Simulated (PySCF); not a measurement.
Te(I)(GeH3) (GeH₃ITe), SMILES [GeH3][Te]I. Coordinates come from a PBE-D3(BJ)/def2-SVP optimisation. This is a generated structure with no PubChem entry under its InChIKey; it may be hypothetical. The def2 effective core potentials stand for the cores of I, Te; spin–orbit coupling is left out.

**Question.** Give the equilibrium geometry at PBE-D3(BJ)/def2-SVP (PySCF confirms it by a frequency run) as a Z-matrix, and its point group. (An estimate is asked for; the answer gives what the named calculation found.)

**Answer.** point group Cs.
```
Ge
H 1 1.5483
H 1 1.5483 2 110.77
H 1 1.5525 2 110.78 3 123.34
Te 1 2.5918 2 109.63 3 -121.11
I 5 2.7501 1 93.73 2 60.90
```
